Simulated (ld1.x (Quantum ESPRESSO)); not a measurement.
## What one change does to a pseudopotential (tellurium (Te), TM)

ld1.x (Quantum ESPRESSO) 7.5 input, shortened:

```
&input
   title='Te', zed=52., rel=0, dft='PBE', iswitch=3,
   config='[Kr] 4d10 5s2 5p4'
 /
 &inputp
   pseudotype=2, tm=.true., lloc=0,
   nlcc=.true., new_core_ps=.true., rcore=0.85
 /
3
5P  2  1   4.00   0.00  2.40  2.40  0.0
4D  3  2  10.00   0.00  1.35  1.35  0.0
5S  1  0   2.00   0.00  1.75  1.75  0.0
 &test
   configts(1)='4d10 5s2 5p4'
 /
```

All-electron outer shells of the reference configuration (PBE, non-relativistic, ld1.x):

```json
{"shell": "4s", "level (eV)": "-152.10", "outermost node (bohr)": "0.40", "outermost maximum (bohr)": "0.73"}
{"shell": "4p", "level (eV)": "-111.79", "outermost node (bohr)": "0.39", "outermost maximum (bohr)": "0.75"}
{"shell": "4d", "level (eV)": "-43.71", "outermost node (bohr)": "0.36", "outermost maximum (bohr)": "0.81"}
{"shell": "5s", "level (eV)": "-13.96", "outermost node (bohr)": "0.95", "outermost maximum (bohr)": "1.87"}
{"shell": "5p", "level (eV)": "-6.02", "outermost node (bohr)": "1.01", "outermost maximum (bohr)": "2.20"}
```

Change: wave 5p (bound): rc 2.40 bohr becomes 5p (bound): rc 1.46 bohr.

Cutoffs: the cutoffs (Ry, on a coarse ladder) from which the occupation-weighted sum of valence levels, in a spherical-Bessel basis at the reference potential, stays within 10 and 1 mRy of its value at 400 Ry; they do not see the model core or the augmentation charge, which bear on the density cutoff. Errors are all-electron minus pseudo energies relative to the spin-unpolarised reference configuration.

Problem. How do hardness, ghosts and transferability respond?

Solution. The potential gets harder (110 Ry and 180 Ry → 140 Ry and 200 Ry); a bound ghost appears in p, which as a rule spoils a file; of the 7 tests that both files solve, the error grows in 1 and shrinks in 0 by more than 15 % and 0.3 meV (median size 1.6 → 6.8 meV). A smaller radius makes the pseudo-wave follow the all-electron one further in, where it bends more sharply, so more plane waves are needed.

| quantity | base | changed |
| --- | --- | --- |
| cutoff, loose | 110 Ry | 140 Ry |
| cutoff, tight | 180 Ry | 200 Ry |
| loose cutoff by channel (10 mRy a level) | p 10 Ry, d 90 Ry, s 21 Ry | p 110 Ry, d 90 Ry, s 21 Ry |
| bound ghosts | none | p |
| error for 4d10 5s2 5p3, meV [ΔE 9.77 eV] | +1.6 | -1.4 |
| error for 4d10 5s2 5p2, meV [ΔE 27.68 eV] | +7.1 | -6.8 |
| error for 4d10 5s2 5p1, meV [ΔE 54.48 eV] | +16 | -16 |
| error for 4d10 5s2 5p4.3, meV [ΔE -1.49 eV] | +0.1 | -0.1 |
| error for 4d10 5s1 5p5, meV [ΔE 8.01 eV] | -1.2 | -7.8 |
| error for 4d9 5s2 5p4, meV [ΔE 51.40 eV] | -476 | -491 |
| error for 4d10 5s2 5p3.5, meV [ΔE 3.93 eV] | +0.4 | -0.3 |

 A true bound ghost makes a file unfit for plane-wave use even where its test errors are small: the radial tests pick states by their node count and pass the ghost by.
